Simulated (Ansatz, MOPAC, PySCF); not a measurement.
System: CCl₂F, charge 1, multiplicity 1. SMILES of the parent species: Cl[C](F)Cl
Coordinates optimised at B3LYP-D3(BJ)/def2-TZVP (Ansatz, a program for electronic structure):
```xyz
4

F     -0.0451     1.5652     0.0188
C     -0.0086     0.2968     0.0036
Cl     1.4588    -0.4250    -0.0038
Cl    -1.4319    -0.5084    -0.0074
```
Charge +1, spin multiplicity 1.

Unscaled harmonic wavenumbers (cm⁻¹) in rising order, each level at the stationary point that it reaches from this structure (no distance between atoms moves by over 0.3 Å); the order of modes can differ between levels, and a negative number is imaginary. B3LYP-D3(BJ)/def2-TZVP (PySCF, at the structure above): 328, 445, 598, 648, 1134, 1365.

PM7 (MOPAC): 284, 374, 515, 614, 1000, 1477. Zero-point energy 6.1 against 6.5 kcal/mol; where all levels lie over 400 cm⁻¹, the wavenumbers are on average 0.943 times those of B3LYP-D3(BJ)/def2-TZVP.

HF/3-21G (Ansatz): 303, 419, 557, 581, 1013, 1479. Zero-point energy 6.2 against 6.5 kcal/mol; where all levels lie over 400 cm⁻¹, the wavenumbers are on average 0.951 times those of B3LYP-D3(BJ)/def2-TZVP.

HF/6-31G* (Ansatz): 353, 481, 646, 693, 1231, 1547. Zero-point energy 7.1 against 6.5 kcal/mol; where all levels lie over 400 cm⁻¹, the wavenumbers are on average 1.092 times those of B3LYP-D3(BJ)/def2-TZVP.

B3LYP/6-31G* (Ansatz): 331, 443, 587, 644, 1137, 1399. Zero-point energy 6.5 against 6.5 kcal/mol; where all levels lie over 400 cm⁻¹, the wavenumbers are on average 1.001 times those of B3LYP-D3(BJ)/def2-TZVP.
